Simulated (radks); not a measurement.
Si VII, configuration [He] 2s2 2p4.

All-electron calculation, non-relativistic Kohn-Sham, PBE, spin-polarised, spherical densities, point nucleus; open shells are filled with parallel spins first. Program: a radial shooting solver on a logarithmic mesh with Libxc functionals.

Energy parts (hartree):
total: -271.72806
kinetic: 271.47167
electron-nucleus: -606.28594
Hartree: 79.96228
exchange-correlation: -16.87607

Orbitals (lengths in bohr, moments of r in powers of bohr; <r^-3> diverges for s and p1/2):
| orbital | occ. | eigenvalue (hartree) | <r^-3> |
|---|---|---|---|
| 1s up | 1 | -71.42561 | - |
| 1s down | 1 | -71.28921 | - |
| 2s up | 1 | -10.04934 | - |
| 2s down | 1 | -9.77633 | - |
| 2p up | 3 | -8.59695 | 57.50 |
| 2p down | 1 | -8.29064 | 56.25 |

The highest occupied level is 2p down at -225.60 eV. The density falls to 0.001 e/bohr^3 at r = 1.59 bohr. Spin moment in Bohr magnetons: 2. Virial ratio -V/T = 2.00094. The spin density at the nucleus is -0.368 e/bohr^3 (1s -2.146, 2s 1.778), a Fermi contact field of -19.3 T. Summed over all electrons, <r^2> = 1.868 bohr^2, which gives a Langevin (diamagnetic) susceptibility term of -1.48 x 10^-6 cm^3/mol. The electron density at the nucleus is 1780 e/bohr^3.
